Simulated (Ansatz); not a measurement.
`[NH]=[W](=[NH])([OH])[F]` + `N[CH2][GeH3]` → `[NH]=[W](=[NH])([NH2])[F]` + `O[CH2][GeH3]`  (redistribution)

Isolated molecules relaxed with PBE0-D4/def2-TZVP in Ansatz; ΔE leaves out vibrations. CCSD(T)/CBS adds triple-zeta CCSD(T) − MP2 to the extrapolated MP2 energy (def2 sets, frozen cores). Functionals use def2-TZVPP. HSE06 is defined as in plane-wave codes. def2 core potentials past Kr. For Ge, W outer-core shells are correlated without core-valence functions, which leaves a few kJ/mol of doubt a bond. Scalar relativity is left out up to krypton. Each species was taken in one conformer, which may not be the lowest.

`[NH]=[W](=[NH])([OH])[F]`:

```xyz
8

N    -0.656    0.336    1.350
W     0.063   -0.408   -0.057
N    -0.741    0.091   -1.521
O     1.862    0.173   -0.178
F    -0.093   -2.269    0.114
H    -1.325    0.920    1.827
H    -1.404    0.571   -2.107
H     2.294    0.587    0.572
```

`N[CH2][GeH3]`:

```xyz
10

N    -0.783    1.017    0.844
C     0.121   -0.117    0.727
Ge    0.255   -0.673   -1.154
H    -0.418    1.824    0.355
H    -0.906    1.287    1.812
H     1.134    0.050    1.120
H    -0.297   -0.964    1.277
H     0.647    0.549   -2.010
H    -1.091   -1.218   -1.655
H     1.339   -1.755   -1.317
```

`[NH]=[W](=[NH])([NH2])[F]`:

```xyz
9

N    -0.849    1.457    0.510
W     0.052   -0.042    0.514
N    -0.950   -1.457    0.284
N     1.254    0.035   -1.010
F     0.981   -0.201    2.144
H    -1.663    2.049    0.462
H    -1.802   -1.976    0.149
H     1.459   -0.763   -1.591
H     1.517    0.897   -1.462
```

`O[CH2][GeH3]`:

Z-matrix (Å, degrees):
```
C
Ge 1 1.968
O 1 1.415 2 108.0
H 1 1.098 2 108.5 3 -121.7
H 1 1.098 2 108.5 3 121.7
H 2 1.536 1 110.0 3 -60.7
H 2 1.540 1 108.6 3 179.8
H 2 1.536 1 110.0 3 60.2
H 3 0.960 1 108.8 2 180.0
```

Q: Is it downhill or uphill in electronic energy at CCSD(T)/CBS, and by how much? (Estimate.)

A: The calculation gave: Uphill: ΔE = +36.2 kJ/mol.

Q: What do these levels give: HSE06-D4, BHLYP-D4, B2PLYP, PBE, revPBE, HSE06, MP2/def2-SVP, CCSD/def2-SVP, CCSD(T)/def2-SVP, SCS-MP2/def2-QZVPP, HF/CBS(def2), CCSD/CBS(def2)? (Estimate.)

A: Computed: HSE06-D4 37.6, BHLYP-D4 36.3, B2PLYP 38.2, PBE 38.7, revPBE 38.8, HSE06 37.9, MP2/def2-SVP 39.4, CCSD/def2-SVP 36.1, CCSD(T)/def2-SVP 36.5, SCS-MP2/def2-QZVPP 37.5, HF/CBS(def2) 36.8, CCSD/CBS(def2) 36.1 kJ/mol.

Largest T1 diagnostic among the species: 0.020, so the coupled-cluster value is less sure than usual.

Leaving LDA and LC-ωPBE aside and taking each functional with its dispersion term where it has one, the values, not all of them listed here, spread over 6.0 kJ/mol, from BHLYP-D4 to B97M-V.
